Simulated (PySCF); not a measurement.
# How methods differ on the excitation energy of Rb

Rb [Kr] 5s1 (2S) → Rb [Kr] 5p1 (2P), as a difference of total energies. Calculation: PySCF 2.14, in aug-cc-pVTZ-X2C; scalar relativity by spin-free X2C-1e. The calculations carry no spin-orbit coupling.

```json
{"method": "UHF", "excitation energy (eV)": "1.346"}
{"method": "LDA", "excitation energy (eV)": "1.525"}
{"method": "PBE", "excitation energy (eV)": "1.362"}
{"method": "PBE0", "excitation energy (eV)": "1.365"}
{"method": "r2SCAN", "excitation energy (eV)": "1.318"}
{"method": "BP86", "excitation energy (eV)": "1.373"}
{"method": "revPBE", "excitation energy (eV)": "1.283"}
{"method": "PW91", "excitation energy (eV)": "1.370"}
```

Which method comes closest to the reference value, and which is furthest?

The reference is 1.579 eV (measured; NIST levels, between the centres of gravity of the two terms). Closest: LDA (error -0.054 eV); furthest: revPBE (error -0.296 eV).
